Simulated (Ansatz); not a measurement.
Start from `F[Si]1([SiH3])CS1` and change one atom or group to get `F[Si]1([GeH3])CS1`.

Ansatz, PBE0-D4/def2-TZVP geometries, multiplicity 1. 

Scalar relativity is left out up to krypton.

| property | `F[Si]1([SiH3])CS1` |
| --- | --- |
| LUMO energy (ωB97M-V/def2-TZVPP) / eV | 1.16 |
| HOMO–LUMO gap (PBE/def2-TZVPP) / eV | 4.59 |
| HOMO energy (B3LYP/def2-TZVPP) / eV | -6.96 |
| size of the dipole moment (PBE/def2-TZVPP) / D | 1.79 |
| HOMO–LUMO gap (B3LYP/def2-TZVPP) / eV | 6.16 |
| LUMO energy (PBE/def2-TZVPP) / eV | -1.45 |

(1) Give the same properties after the change, and the shifts. (An estimate is asked.)

Answers

(1) The calculation gave: 
```csv
property,`F[Si]1([GeH3])CS1`,shift
LUMO energy (ωB97M-V/def2-TZVPP) / eV,1.36,0.20
HOMO–LUMO gap (PBE/def2-TZVPP) / eV,4.75,0.16
HOMO energy (B3LYP/def2-TZVPP) / eV,-6.96,0.00
size of the dipole moment (PBE/def2-TZVPP) / D,1.78,-0.01
HOMO–LUMO gap (B3LYP/def2-TZVPP) / eV,6.33,0.17
LUMO energy (PBE/def2-TZVPP) / eV,-1.28,0.17
```

Dipoles are sizes alone; their direction can turn.

B3LYP here is the variant with VWN-RPA as its local correlation; programs differ in this.
